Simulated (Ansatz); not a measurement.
Cartesian coordinates in Å:
```
C 0.259 -1.373 1.815
O 0.537 -0.597 0.672
Si -0.637 0.228 -0.137
Si 0.402 1.319 -1.924
H 1.193 -1.816 2.165
H -0.447 -2.181 1.588
H -0.160 -0.761 2.622
H -1.696 -0.709 -0.618
H -1.311 1.203 0.773
H -0.621 2.082 -2.691
H 1.046 0.337 -2.836
H 1.434 2.270 -1.431
```

The species carries charge 0 and has multiplicity 1.

(1) List the r2SCAN/def2-TZVPP orbital energies in eV (Ansatz 0.2.0). (Best estimate.)

Answers

(1) Computed: Occupied: -1791.36, -1790.79, -515.87, -274.46, -141.75, -141.30, -96.64, -96.60, -96.59, -96.15, -96.15, -96.15, -26.77, -17.93, -14.39, -13.16, -11.59, -11.53, -11.24, -9.18, -8.83, -8.56, -8.03, -7.21, -7.02. Lowest empty: -0.77, -0.11, 0.50, 0.93, 1.16, 1.93, 1.97, 2.23.
